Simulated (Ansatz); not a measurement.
`C[S][InH2]` + H–F → `[F][InH2]` + CH₃SH  (ligand exchange at the In–S bond)

Calculated with Ansatz (gas phase, PBE0-D4/def2-TZVP geometries, no zero-point term in ΔE). CBS: MP2 limit from def2 TZ/QZ plus the TZ coupled-cluster correction, frozen cores. This one scheme is used for every species. Functionals use def2-TZVPP. B3LYP here is the variant with VWN-RPA as its local correlation; programs differ in this. HSE06 is defined as in plane-wave codes. Elements past krypton have def2 core potentials. For In outer-core shells are correlated without core-valence functions, which leaves a few kJ/mol of doubt a bond.

```tsv
level	ΔE (kJ/mol)	difference from CCSD(T)/CBS
LDA (SPW92)	25.1	4.8
r2SCAN-D4	11.4	-8.9
r2SCANh-D4	14.2	-6.1
r2SCAN0-D4	17.9	-2.4
ωB97X-V	5.8	-14.5
ωB97M-V	11.3	-9.0
B2PLYP	8.8	-11.5
revPBE	7.0	-13.3
r2SCAN	10.3	-10.0
B3LYP	2.2	-18.1
HSE06	17.9	-2.4
BHLYP	4.8	-15.5
RPA@PBE/def2-TZVPP	13.4	-6.9
MP2/def2-TZVPP	26.7	6.4
CCSD/def2-TZVPP	16.8	-3.5
MP2/def2-QZVPP	26.0	5.7
CCSD(T)/CBS	20.3	0
```

Largest T1 diagnostic among the species: 0.016.

In def2-TZVPP, CCSD(T) changes the Hartree–Fock value by +18.6 kJ/mol (the triples alone add +3.1 kJ/mol) and MP2 by +25.4 kJ/mol. The D4 term adds +8.1 kJ/mol with B3LYP and +4.4 kJ/mol with PBE0; it sums over pairs of atoms, weighted by their polarisabilities, and B3LYP, whose exchange is more repulsive, gets the larger term.
